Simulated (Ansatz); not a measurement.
`C#[C][SnH2][CH3]` + HCl → `[CH3][SnH2][Cl]` + acetylene at 400 K and 1 bar (ligand exchange at the Sn–C bond).

Program: Ansatz. Geometries: PBE0-D4/def2-TZVP. ΔE: electronic, gas phase. CCSD(T)/CBS is the MP2 limit (def2-TZVPP, def2-QZVPP) plus CCSD(T) − MP2 in def2-TZVPP, frozen cores. This one scheme is used for every species. Elements past krypton have def2 core potentials. For Sn outer-core shells are correlated without core-valence functions, which leaves a few kJ/mol of doubt a bond.

```csv
species,CCSD(T)/CBS energy (Eh),H − E (kJ/mol),S (J/(mol·K))
`C#[C][SnH2][CH3]`,-331.71794,212.0,383.3
HCl,-460.38127,29.6,195.4
`[CH3][SnH2][Cl]`,-714.90153,161.1,358.4
`C#C`,-77.22717,85.5,213.8
```

H − E and S are ideal-gas, rigid-rotor, harmonic terms from PBE0-D4/def2-TZVP. 1 Eh = 2625.50 kJ/mol, R = 8.31446 J/(mol·K).

**Question.** By hand: ΔE, ΔH, ΔS and ΔG.

**Answer.** ΔE = (-714.90153) + (-77.22717) − (-331.71794) − (-460.38127) = -0.02949 Eh = -77.4 kJ/mol. Δ(H − E) = 161.1 + 85.5 − 212.0 − 29.6 = 5.0, so ΔH = -72.4 kJ/mol. ΔS = 358.4 + 213.8 − 383.3 − 195.4 = -6.5 J/(mol·K). ΔG = -72.4 − 400 × (-6.5)/1000 = -69.8 kJ/mol.

**Question.** By hand: the equilibrium constant, and the temperature at which ΔG would vanish if ΔH and ΔS stayed fixed.

**Answer.** log₁₀ K = −ΔG/(RT ln 10) = 9.1. ΔG = 0 at ΔH/ΔS = 11138 K, far beyond where these terms or the molecules hold.

The number of gas molecules stays the same, so ΔS is small and ΔH decides. A doubt of 5 kJ/mol in ΔE shifts log₁₀ K by 0.7 here. These are equilibria of isolated gas molecules and say nothing of rates. Largest T1 diagnostic: 0.013 (customary marks: 0.02 for closed shells, 0.045 for open ones).
